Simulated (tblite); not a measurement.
C₄H₁₂Ge₂.
Numbering: `[CH2:1]=[CH:2][CH2:3][GeH2:4][CH2:5][GeH3:6]` (hydrogens: H7, H8 on C1; H9 on C2; H10, H11 on C3; H12, H13 on Ge4; H14, H15 on C5; H16, H17, H18 on Ge6)

Geometry (GFN2-xTB, Å), atoms numbered from 1 in this order:
```
atom  x, y, z in Å
C1    -2.956    0.034   -0.186
C2    -1.703   -0.233   -0.507
C3    -0.876   -1.300    0.114
Ge4    0.438   -0.495    1.371
C5     1.366    1.034    0.533
Ge6    2.264    0.558   -1.145
H7    -3.485   -0.547    0.553
H8    -3.507    0.833   -0.652
H9    -1.197    0.368   -1.256
H10   -0.322   -1.843   -0.654
H11   -1.504   -2.011    0.651
H12   -0.261   -0.014    2.622
H13    1.438   -1.535    1.817
H14    0.639    1.823    0.343
H15    2.100    1.436    1.230
H16    1.302    0.090   -2.190
H17    3.263   -0.535   -0.942
H18    2.993    1.738   -1.713
```

Computed values, GFN2-xTB/tblite, gas phase, harmonic and unscaled. The method is semi-empirical: single wavenumbers can be off by several per cent or more. Modes of hydrogen on germanium can be 10 to 20 % off. One conformer, not necessarily the lowest.

Harmonic wavenumbers (cm⁻¹): 44.6, 49.5, 76.1, 98.3, 108.8, 152.7, 228.1, 386.4, 400.7, 447.5, 457.0, 519.3, 545.6, 595.1, 642.3, 673.8, 694.0, 723.5, 787.2, 796.3, 836.2, 861.3, 865.4, 883.0, 949.8, 991.1, 1013.8, 1040.6, 1083.5, 1162.2, 1182.5, 1292.8, 1408.2, 1418.4, 1441.4, 1709.4, 1894.7, 1963.2, 1970.8, 2053.2, 2070.3, 2943.9, 2954.0, 2962.8, 2973.5, 3016.1, 3094.7, 3123.1.

A = 1987, B = 764.5, C = 610.7 MHz; mass 207.936 u (most abundant isotopes); point group C1, symmetry number 1.

Task: What is the zero-point energy?

Result: Half the sum of the wavenumbers: 28793 cm⁻¹ = 82.32 kcal/mol.

Task: Give the ideal-gas entropy at 400 K and 1 bar in the rigid-rotor, harmonic-oscillator model (classical rotation).

Result: Translation 43.39, rotation 31.10, vibration 44.29: S = 118.8 cal/(mol K).

Task: And Cp and H(400 K) − H(0)?

Result: Cp = 50.00 cal/(mol K), of which vibrations give 42.05 (their classical limit is 48 R = 95.4); H(400 K) − H(0) = 11.97 kcal/mol without the zero-point energy, 8.79 from vibrations.

Task: How do the functions run with temperature in this model?

Result: 
```json
{"T (K)": "150", "S (cal/(mol K))": "83.9", "Cp (cal/(mol K))": "24.5", "H − H(0) (kcal/mol)": "2.56", "G − H(0) (kcal/mol)": "-10.03", "ln q(vib)": "4.09"}
{"T (K)": "250", "S (cal/(mol K))": "98.9", "Cp (cal/(mol K))": "35.2", "H − H(0) (kcal/mol)": "5.53", "G − H(0) (kcal/mol)": "-19.19", "ln q(vib)": "7.02"}
{"T (K)": "298.15", "S (cal/(mol K))": "105.5", "Cp (cal/(mol K))": "40.3", "H − H(0) (kcal/mol)": "7.35", "G − H(0) (kcal/mol)": "-24.11", "ln q(vib)": "8.39"}
{"T (K)": "600", "S (cal/(mol K))": "141.9", "Cp (cal/(mol K))": "64.0", "H − H(0) (kcal/mol)": "23.46", "G − H(0) (kcal/mol)": "-61.67", "ln q(vib)": "16.62"}
{"T (K)": "900", "S (cal/(mol K))": "170.6", "Cp (cal/(mol K))": "77.2", "H − H(0) (kcal/mol)": "44.81", "G − H(0) (kcal/mol)": "-108.70", "ln q(vib)": "24.05"}
```

q(vib) and H(0) count from the zero-point level.

Task: What must be added to the electronic energy to get the Gibbs energy at 400 K and 1 bar?

Result: ZPE + [H(400 K) − H(0)] − T·S = 82.32 + 11.97 − 47.51 = 46.78 kcal/mol.

Task: Blend soft modes into free rotors: weight 1/[1 + (100 cm⁻¹/ν̃)⁴] for the oscillator and the rest for a rotor with moment μB/(μ + B), μ = h/(8π²ν), B = 10⁻⁴⁴ kg m². What vibrational entropy results?

Result: 39.47 cal/(mol K) in place of 44.29, which changes −T·S at 400 K by +1.93 kcal/mol.

Hindered rotation and anharmonicity are outside this model. Other conformers, if any are populated, would add a mixing term that is left out. The structure is chiral; the term R ln 2 for an equal mix with its mirror image is left out.
